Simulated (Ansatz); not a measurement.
Coupled-cluster diagnostics for the cluster RuCl3, Ansatz.

Geometry of the doublet (r2SCAN-D4/def2-SVP):

```xyz
4

Ru   -0.0046    0.0625   -0.1175
Cl    1.2183    1.6076    0.9044
Cl   -2.2087    0.0717    0.1516
Cl    0.9951   -1.7417   -0.9385
```

In the def2 sets Ru takes a core potential; there is no spin–orbit coupling. Correlated methods freeze 15 core orbitals; core or outer-core shells of Ru are correlated, in sets that lack core-valence functions. The structure comes from a short search, and lower isomers may exist.

Geometry of the charge 0 quartet (r2SCAN-D4/def2-SVP):

```
atom   x (Å)   y (Å)   z (Å)
 Ru1   0.079   0.230   0.106
 Cl2  -0.574  -1.670  -0.775
 Cl3  -1.429   0.667   1.692
 Cl4   1.924   0.774  -1.024
```

**Question.** Estimate the CCSD(T) correlation energy, the shares of MP2 and (T), T1 and the reference's ⟨S²⟩ for: charge 0, quartet, own geometry in def2-TZVP; and the rough time on 4 threads of Arm Neoverse N1 on a shared host.

**Answer.** 
| state | basis | correlation (eV) | MP2 share (%) | (T) share (%) | T1 | ⟨S²⟩ (pure) | wall time |
| --- | --- | --- | --- | --- | --- | --- | --- |
| charge 0, quartet, own geometry | def2-TZVP | -28.887 | 92.5 | 4.5 | 0.026 | 3.84 (3.75) | 3.5 min |
Customary marks for T1 are 0.02 (closed shells), 0.045 (open shells) and about 0.05 (3d metals). T1 exceeds 0.02 in 1 of 1 rows and 0.045 in 0; the higher it lies, the less the single-reference result can be trusted.
